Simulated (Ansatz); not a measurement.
C2H5GeNO (`N=[C]1[CH2][GeH]1[OH]`), relaxed with RKS PBE0-D4/def2-TZVP in the Gaussian-basis code of Ansatz from a PBE-D4/def2-SVP geometry. The force threshold is 0.005 eV/Å; the program also tests the step.

Charge 0, multiplicity 1.

Start:

```xyz
10

N     1.395   -0.611   -1.727
C     0.612   -0.166   -0.837
C    -0.651    0.621   -0.848
Ge   -0.422   -0.414    0.849
O    -0.348    0.714    2.263
H     2.094   -1.266   -1.337
H    -0.502    1.682   -0.556
H    -1.359    0.502   -1.691
H    -1.316   -1.647    1.146
H     0.496    0.586    2.737
```

Q: By how much does the energy fall, and how many steps does the optimiser take? (Estimate.)

A: The calculation gave: 0.10 eV, in 26 steps, 6 of them rejected.

Q: Which bonds change most? (Best estimate.)

A: Ansatz gave: C2–Ge4 from 1.994 to 1.946 Å; Ge4–O5 from 1.810 to 1.775 Å; C3–Ge4 from 2.001 to 1.967 Å; Ge4–H9 from 1.552 to 1.525 Å.

Q: Give the relaxed structure. (An estimate is asked.)

A: Computed: 
```xyz
10

N     1.441   -0.526   -1.615
C     0.567   -0.251   -0.760
C    -0.640    0.648   -0.785
Ge   -0.538   -0.474    0.827
O    -0.197    0.300    2.388
H     2.095   -1.229   -1.270
H    -0.404    1.700   -0.609
H    -1.351    0.519   -1.600
H    -1.470   -1.650    1.099
H     0.495    0.962    2.325
```
